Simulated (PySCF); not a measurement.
Worked example: chemical shift, span and skew from a shielding tensor

C2H4F2Si, SMILES C=C([SiH2]F)F. Atoms are numbered in the order given.

```xyz
9

C     -1.3898    -1.1948     0.0000
C     -0.0982    -0.8665     0.0000
F      0.8587    -1.8282     0.0000
Si     0.5999     0.8777     0.0000
F     -0.6839     1.8813     0.0000
H     -2.1424    -0.4044     0.0000
H     -1.7140    -2.2394     0.0000
H      1.4066     1.1228    -1.2220
H      1.4066     1.1228     1.2220
```

Coordinates come from a B3LYP-D3(BJ)/def2-SVP optimisation. The structure was generated by enumeration, and PubChem lists no compound with its InChIKey, so it may never have been made. One conformer was computed; it need not be the lowest.

GIAO shieldings from B3LYP/pcSseg-1 (PySCF), non-relativistic, no solvent. The symmetric part of the tensor of C2 has the principal values -100.6, 42.4, 65.7 ppm. The same nucleus in TMS has σ = 181.3 ppm at this level (PySCF, at its B3LYP-D3(BJ)/def2-TZVP geometry).

### Question
Work out the isotropic shielding, the ¹³C shift against TMS, the span and the skew.

### Answer

σ(iso) = (σ11 + σ22 + σ33)/3 = 2.5 ppm. δ = σ(ref) − σ(iso) = 181.3 − (2.5) = 178.8 ppm.
Span Ω = σ33 − σ11 = 166.3 ppm. Skew κ = 3(σ(iso) − σ22)/Ω = -0.72. Tumbling in solution averages the tensor to δ; in a static solid the shielding alone would spread this spin-1/2 line over Ω.
